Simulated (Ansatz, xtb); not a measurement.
**Two isomers of C4H3BrN2**

We compare X, `Brc1ncccn1`, a singlet, with Y, `Brc1ccncn1`, a singlet. Both are isolated molecules in the gas phase, relaxed with PBE-D3(BJ)/def2-SVP.

Energies in hartree; the thermal terms are from GFN2-xTB frequencies at re-optimised GFN2-xTB minima (ideal gas, soft modes damped towards free rotors, one conformer each, 298.15 K, 1 atm) and include the zero-point energy:

|  | X | Y |
| --- | --- | --- |
| E, CCSD(T)/def2-SVP | −2835.127136 | −2835.129187 |
| E, MP2/def2-SVP | −2835.060439 | −2835.062422 |
| E, MP2/def2-TZVPP | −2835.898618 | −2835.900940 |
| zero-point energy | 0.063882 | 0.063890 |
| H(298 K) − E | 0.070597 | 0.070616 |
| G(298 K) − E | 0.033519 | 0.032819 |

Task: Correct the CCSD(T) difference for the basis set by the MP2 change, then work out ΔE, ΔE₀, ΔH and ΔG for X → Y in kcal/mol (1 Eh = 627.51 kcal/mol) and the equilibrium ratio [Y]/[X].

Result: 1. Differences Y − X: CCSD(T) −0.002051, MP2 in the small set −0.001983, MP2 in the large set −0.002322 Eh.
2. ΔE = −0.002051 + (−0.002322 − (−0.001983)) = −0.002390 Eh = −1.50 kcal/mol.
3. ΔE₀ = ΔE + ΔZPE = −0.002390 + (+0.000008) Eh = −1.49 kcal/mol.
4. ΔH = ΔE + (+0.000019) Eh = −1.49 kcal/mol.
5. ΔG = ΔE + (−0.000700) Eh = −1.94 kcal/mol, so ΔS = (ΔH − ΔG)/T = +6.3 J/(mol K).
6. kT = 0.9442 mEh, so K = [Y]/[X] = exp(−ΔG/kT) = exp(+3.27) ≈ 26.

Structure Y is favoured at this temperature. An error of 1 kcal/mol in ΔG would change K by a factor of 5.4. Mirror images and further conformers aren't counted.

As drawn, both hold the same kinds of bond in the same numbers.

Other levels gave ΔE = +0.5 (GFN2-xTB); +0.3 (HF/STO-3G, GFN2-xTB geometries); −1.0 (r2SCAN-D4/def2-SVP, GFN2-xTB geometries); −1.0 (PBE-D3(BJ)/def2-SVP); −1.1 (HF/def2-SVP); −1.2 (MP2/def2-SVP); −1.3 (CCSD(T)/def2-SVP) kcal/mol. The correlated steps freeze 15 core orbitals; the filled d shell of Br is correlated, in a basis made for valence electrons. Programs: Ansatz 0.2.0, xtb 6.7.1.
